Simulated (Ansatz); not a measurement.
`CBN(C)C` and `CN(C)[Si]F` differ in one atom or group.

Ansatz, PBE0-D4/def2-TZVP geometries, multiplicity 1. Each molecule was computed in one conformer, which needn't be the lowest.

```tsv
property	`CBN(C)C`
ideal-gas entropy at 298 K and 1 bar (rigid rotor, harmonic PBE0-D4/def2-TZVP) / J/(mol·K)	337
HOMO energy (ωB97M-V/def2-TZVPP) / eV	-9.46
size of the dipole moment (B3LYP/def2-TZVPP) / D	1.51
HOMO–LUMO gap (PBE0/def2-TZVPP) / eV	7.85
HOMO–LUMO gap (ωB97M-V/def2-TZVPP) / eV	11.78
HOMO energy (B3LYP/def2-TZVPP) / eV	-6.95
```

Q: Give the same properties after the change, and the shifts. (Estimate.)

A: The calculation gave: 
```
                                                                                  property  `CN(C)[Si]F`  shift
ideal-gas entropy at 298 K and 1 bar (rigid rotor, harmonic PBE0-D4/def2-TZVP) / J/(mol·K)           330     -7
                                                     HOMO energy (ωB97M-V/def2-TZVPP) / eV         -9.19   0.27
                                          size of the dipole moment (B3LYP/def2-TZVPP) / D          2.51   1.00
                                                      HOMO–LUMO gap (PBE0/def2-TZVPP) / eV          5.95  -1.90
                                                   HOMO–LUMO gap (ωB97M-V/def2-TZVPP) / eV         10.05  -1.73
                                                       HOMO energy (B3LYP/def2-TZVPP) / eV         -6.83   0.12
```

With PBE0 the HOMO rises by 0.14 eV and the LUMO falls by 1.76 eV, so the gap narrows by about 1.90 eV. PBE moves the HOMO by 0.06 eV and ωB97M-V by 0.27 eV. The zero-point energy changes by -124.7 kJ/mol with -12 modes. Dipoles are sizes alone; their direction can turn.

B3LYP here is the variant with VWN-RPA as its local correlation; programs differ in this.
